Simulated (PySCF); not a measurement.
Ba⁺ (barium, charge +1) across methods

[Xe] 6s1, 2S determinant. Computed with PySCF 2.14 in x2c-TZVPPall with one added diffuse shell each of s, p, d type (12s8p7d2f1g, 94 functions), with scalar relativity by spin-free X2C-1e. The B2PLYP total includes its PT2 part (frozen core); its orbital energies are those of the SCF part.

| method | E (hartree) | mean ε 5p α (eV) | mean ε 5p β (eV) | mean ε 6s α (eV) | Σ⟨r²⟩ (bohr²) | ⟨S²⟩ |
| --- | --- | --- | --- | --- | --- | --- |
| r2SCAN | -8134.52 | -24.982 | -24.903 | -7.932 | 65.98 | 0.751 |
| LDA | -8127.49 | -24.590 | -24.481 | -8.076 | 65.11 | 0.750 |
| PBE | -8134.10 | -24.463 | -24.329 | -7.873 | 65.61 | 0.750 |
| PBE0 | -8134.18 | -26.102 | -25.977 | -8.362 | 65.82 | 0.750 |
| B2PLYP | -8133.76 | -27.422 | -27.332 | -8.745 | 66.34 | 0.750 |
| BHandHLYP | -8134.54 | -27.458 | -27.380 | -8.764 | 66.04 | 0.750 |
| UHF | -8131.44403 | -29.864 | -29.765 | -9.403 | 67.72 | 0.751 |
| TPSSh | -8134.20 | -25.287 | -25.170 | -7.930 | 66.02 | 0.750 |

Spin-orbit coupling, which splits the p, d and f shells strongly at this Z, is absent.
